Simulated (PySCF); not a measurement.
Compound: C₄H₈F₃NSi₂.
Structure used (PBE0-D3(BJ)/def2-SVP), in Å, numbered top down from 1:
```xyz
18
C4H8F3NSi2 angstrom
F      4.217   -1.199    0.944
C      3.276   -0.698    0.188
F      3.743   -0.324   -0.978
C      1.990   -0.575    0.537
F      1.651   -1.014    1.767
Si     0.591    0.146   -0.494
C     -0.457    1.283    0.587
C     -1.938    1.125    0.190
Si    -2.224   -0.677   -0.317
N     -0.614   -1.041   -0.893
H      1.235    0.782   -1.682
H     -0.123    2.332    0.551
H     -0.298    0.940    1.625
H     -2.163    1.748   -0.693
H     -2.619    1.457    0.989
H     -3.261   -0.826   -1.386
H     -2.646   -1.545    0.830
H     -0.389   -1.899   -1.385
```

Computed with PySCF at PBE0/pcSseg-1, non-relativistic, on one gas-phase PBE0-D3(BJ)/def2-SVP geometry that isn't relaxed in the solvent. The solvent is an IEF-PCM continuum (Bondi radii, 1.10 Å for H, scaled by 1.2). Specific hydrogen bonds and non-electrostatic terms are outside this model.

| run | E − E(gas) (kJ/mol) | HOMO (eV) | HOMO–LUMO gap (eV) | dipole (D) |
| --- | --- | --- | --- | --- |
| gas | 0.00 | -7.28 | 7.01 | 1.43 |
| P | -5.86 | -7.23 | 7.03 | 1.57 |
| Q | -12.49 | -7.20 | 7.04 | 1.71 |

The runs were made in acetone and benzene. Which run belongs to which solvent?

P = benzene, Q = acetone. The dielectric constants are 2.271 (benzene), 20.49 (acetone), and the energy falls further as ε rises. In this model the ground state sees the solvent through ε alone.

How constant is the ratio of the lowering to (ε − 1)/(2ε + 1)?

| solvent | (ε − 1)/(2ε + 1) | E − E(gas) (kJ/mol) | ratio (kJ/mol) | polarisation term (kJ/mol) |
| --- | --- | --- | --- | --- |
| benzene | 0.229 | -5.86 | -25.6 | -6.08 |
| acetone | 0.464 | -12.49 | -26.9 | -13.48 |

The ratio changes by +5.2 % in size from benzene to acetone. The polarisation term is half the interaction of the solute with the induced surface charges.
